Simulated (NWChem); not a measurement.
# Si₂NH₅O₂; SMILES O[Si@H]1N[SiH2]O1

```xyz
10

O     -0.0852    -2.1770    -0.5196
Si    -0.0020    -0.8455     0.4474
N      1.1881     0.3694     0.0601
Si    -0.0744     1.5526    -0.1696
O     -1.1923     0.3251     0.1633
H     -0.1132    -2.0259    -1.4696
H     -0.0103    -1.4048     1.8154
H      2.1983     0.3903     0.0572
H     -0.2156     2.1165    -1.5444
H     -0.1258     2.6708     0.8154
```
Atoms are numbered in this order, from 1.

Program: NWChem. Pople sets run with spherical d functions. Geometry: optimised at PBE0/def2-SVP. Atomic charges in e: unrestrained fits to the electrostatic potential beside Mulliken populations; buried atoms are poorly determined by the fit.

For level Hartree-Fock/6-31G*:

```yaml
ESP O1: -0.81
Mulliken O1: -0.87
ESP Si2: 1.31
Mulliken Si2: 1.37
ESP N3: -1.14
Mulliken N3: -1.10
ESP Si4: 1.10
Mulliken Si4: 1.13
ESP O5: -0.76
Mulliken O5: -0.89
```

**Question.** What are these values for level B3LYP/def2-SVP?

**Answer.** 
| Quantity | Result |
|---|---|
| ESP O1 | -0.68 |
| Mulliken O1 | -0.37 |
| ESP Si2 | 1.09 |
| Mulliken Si2 | 0.78 |
| ESP N3 | -0.94 |
| Mulliken N3 | -0.50 |
| ESP Si4 | 0.92 |
| Mulliken Si4 | 0.69 |
| ESP O5 | -0.64 |
| Mulliken O5 | -0.56 |
